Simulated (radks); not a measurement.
Valence configurations of the mercury ion Hg3+ (all share [Xe]). All-electron calculation, scalar-relativistic Kohn-Sham, PBE, spin-polarised, spherical densities, finite nucleus; open shells are filled with parallel spins first (spin-orbit coupling, left out, can overturn this in heavy ions); Fermi nuclear charge, rms radius 5.4648 fm. Program: a radial shooting solver on a logarithmic mesh with Libxc functionals. Energies are relative to 4f14 5d9; eigenvalues in eV for spin up.

[
 {"valence": "4f14 5d9", "E (eV)": "0.000", "moment (Bohr magnetons)": "1", "e(4f)": "-130.41", "e(5d)": "-42.827", "e(6p)": "-", "e(6s)": "-"},
 {"valence": "4f14 5d8 6s1", "E (eV)": "7.856", "moment (Bohr magnetons)": "3", "e(4f)": "-134.86", "e(5d)": "-46.385", "e(6p)": "-", "e(6s)": "-36.504"},
 {"valence": "4f14 5d7.5 6s1.5", "E (eV)": "12.877", "moment (Bohr magnetons)": "3", "e(4f)": "-137.15", "e(5d)": "-48.032", "e(6p)": "-", "e(6s)": "-37.155"},
 {"valence": "4f14 5d8 6p1", "E (eV)": "18.579", "moment (Bohr magnetons)": "3", "e(4f)": "-136.49", "e(5d)": "-47.780", "e(6p)": "-26.665", "e(6s)": "-"},
 {"valence": "4f13 5d10", "E (eV)": "93.141", "moment (Bohr magnetons)": "1", "e(4f)": "-143.49", "e(5d)": "-44.287", "e(6p)": "-", "e(6s)": "-"},
 {"valence": "4f13 5d9 6s1", "E (eV)": "102.88", "moment (Bohr magnetons)": "3", "e(4f)": "-148.10", "e(5d)": "-47.987", "e(6p)": "-", "e(6s)": "-36.813"},
 {"valence": "4f13 5d9 6p1", "E (eV)": "113.71", "moment (Bohr magnetons)": "3", "e(4f)": "-149.75", "e(5d)": "-49.406", "e(6p)": "-26.871", "e(6s)": "-"},
 {"valence": "4f12 5d9 6s2", "E (eV)": "221.40", "moment (Bohr magnetons)": "3", "e(4f)": "-166.59", "e(5d)": "-53.128", "e(6p)": "-", "e(6s)": "-38.426"},
 {"valence": "4f12 5d9 6p2", "E (eV)": "243.21", "moment (Bohr magnetons)": "5", "e(4f)": "-169.79", "e(5d)": "-56.162", "e(6p)": "-29.361", "e(6s)": "-"},
 {"valence": "4f12 5d8 6p3", "E (eV)": "269.48", "moment (Bohr magnetons)": "7", "e(4f)": "-176.23", "e(5d)": "-61.209", "e(6p)": "-31.429", "e(6s)": "-"}
]

NIST lists [Xe] 4f14 5d9 as the ground configuration; this level of theory agrees among the configurations tried. The energies are those of spherical high-spin densities, not of single terms.
